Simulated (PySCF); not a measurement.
Compound: C₇H₁₁OP.
Geometry (PBE0-D3(BJ)/def2-SVP, Å), atoms numbered from 1 in this order:
```xyz
20
C7H11OP angstrom
C     -2.9594    0.4558    0.4961
C     -1.6661    0.2032    0.2880
P     -0.7657    1.2293   -0.8971
O     -1.6075    2.3034   -1.5108
C      0.0886    0.0231   -1.9983
C      1.3420   -0.3001   -1.2421
C      1.7038    0.5325   -0.2485
C      2.9220    0.3791    0.5987
C      0.7829    1.7033   -0.0205
H     -3.4429    1.2741   -0.0480
H     -3.5618   -0.1298    1.1971
H     -1.1363   -0.6044    0.8069
H     -0.5452   -0.8521   -2.2116
H      0.2820    0.5303   -2.9608
H      1.9437   -1.1772   -1.5013
H      2.6500    0.2760    1.6627
H      3.5660    1.2715    0.5253
H      3.5140   -0.5000    0.3057
H      1.1619    2.6321   -0.4834
H      0.6040    1.9183    1.0456
```

Level: PBE0/pcSseg-1 in PySCF, non-relativistic, on one gas-phase PBE0-D3(BJ)/def2-SVP geometry that isn't relaxed in the solvent. The solvent is an IEF-PCM continuum (Bondi radii, 1.10 Å for H, scaled by 1.2). Only the electrostatic response of the medium enters.

Gas phase at PBE0/pcSseg-1: HOMO -7.23 eV, LUMO -0.60 eV, dipole 4.16 D.

Q: What does the continuum do to the energy, the frontier levels and the dipole at PBE0/pcSseg-1 in methanol and acetonitrile?

A: 
| solvent | ε | E(solvent) − E(gas) (kcal/mol) | polarisation term (kcal/mol) | distortion of the solute (kcal/mol) | HOMO (eV) | LUMO (eV) | dipole (D) |
| --- | --- | --- | --- | --- | --- | --- | --- |
| methanol | 32.61 | -9.05 | -10.66 | 1.61 | -7.00 | -0.53 | 5.47 |
| acetonitrile | 35.69 | -9.09 | -10.72 | 1.63 | -7.00 | -0.53 | 5.48 |

The first energy column is the sum of the next two and covers electrostatics alone. From methanol to acetonitrile the lowering changes by a factor 1.00, Onsager's factor (ε − 1)/(2ε + 1) by 1.00 and ε itself by 1.1.

Q: Which radius a makes the point-dipole formula ΔE = −[(ε − 1)/(2ε + 1)]·μ²/a³ give the value in acetonitrile, with the gas-phase dipole?

A: μ = 1.635 au and |ΔE| = 0.01449 Eh give a = 2.36 Å; the farthest nucleus lies 4.15 Å from the centroid of the nuclei, so such a sphere wouldn't even hold the nuclei. The formula assumes a rigid point dipole at the centre of a sphere.

Q: Give the dipole vector in the frame of the coordinates (D, pointing from negative to positive charge), gas and acetonitrile.

A: Gas (2.36, -2.79, 1.99), solvent (3.17, -3.64, 2.60). Its length changes by +32 % and its direction by less than 1°.

Q: Which IAO charges (PBE0/pcSseg-1) respond most in acetonitrile (means over atoms taken as equivalent)?

A: 
```json
{"atoms": "O4", "environment": "phosphoryl oxygen", "gas (e)": "-0.907", "solvent (e)": "-0.964", "change": "-0.057"}
{"atoms": "H12", "environment": "vinylic hydrogen", "gas (e)": "+0.157", "solvent (e)": "+0.172", "change": "+0.015"}
{"atoms": "H11", "environment": "vinylic hydrogen", "gas (e)": "+0.155", "solvent (e)": "+0.167", "change": "+0.012"}
{"atoms": "H20", "environment": "methylene hydrogen", "gas (e)": "+0.155", "solvent (e)": "+0.166", "change": "+0.011"}
{"atoms": "H15", "environment": "vinylic hydrogen", "gas (e)": "+0.144", "solvent (e)": "+0.154", "change": "+0.010"}
{"atoms": "C1", "environment": "terminal =CH2 carbon", "gas (e)": "-0.257", "solvent (e)": "-0.267", "change": "-0.010"}
{"atoms": "H10", "environment": "vinylic hydrogen", "gas (e)": "+0.171", "solvent (e)": "+0.162", "change": "-0.009"}
{"atoms": "H13", "environment": "methylene hydrogen", "gas (e)": "+0.159", "solvent (e)": "+0.168", "change": "+0.009"}
{"atoms": "C6", "environment": "alkene CH carbon", "gas (e)": "-0.178", "solvent (e)": "-0.185", "change": "-0.007"}
{"atoms": "C8", "environment": "allylic carbon", "gas (e)": "-0.416", "solvent (e)": "-0.422", "change": "-0.006"}
{"atoms": "H16/H17/H18", "environment": "methyl hydrogen", "gas (e)": "+0.148", "solvent (e)": "+0.153", "change": "+0.005"}
{"atoms": "H19", "environment": "methylene hydrogen", "gas (e)": "+0.167", "solvent (e)": "+0.171", "change": "+0.004"}
```

Q: Which Mayer bond orders change most in acetonitrile?

A: 
```json
{"bond": "P3–O4", "length (Å)": "1.496", "gas": "1.851", "solvent": "1.768", "change": "-0.083"}
{"bond": "C9–P3", "length (Å)": "1.842", "gas": "0.901", "solvent": "0.921", "change": "+0.020"}
{"bond": "P3–C5", "length (Å)": "1.843", "gas": "0.915", "solvent": "0.932", "change": "+0.017"}
{"bond": "C2–P3", "length (Å)": "1.808", "gas": "0.870", "solvent": "0.885", "change": "+0.015"}
{"bond": "C1–C2", "length (Å)": "1.334", "gas": "1.969", "solvent": "1.959", "change": "-0.010"}
{"bond": "C5–H13", "length (Å)": "1.101", "gas": "0.926", "solvent": "0.920", "change": "-0.006"}
{"bond": "C9–H20", "length (Å)": "1.102", "gas": "0.929", "solvent": "0.923", "change": "-0.006"}
{"bond": "C1–H10", "length (Å)": "1.095", "gas": "0.937", "solvent": "0.943", "change": "+0.006"}
```

Q: How do the nuclear quadrupole coupling constants eQVzz/h respond in acetonitrile?

A: 
```csv
nucleus,Q (barn),gas (MHz),solvent (MHz),η gas,η solvent
17O at O4,-0.0256,-5.88,-5.79,0.05,0.04
```
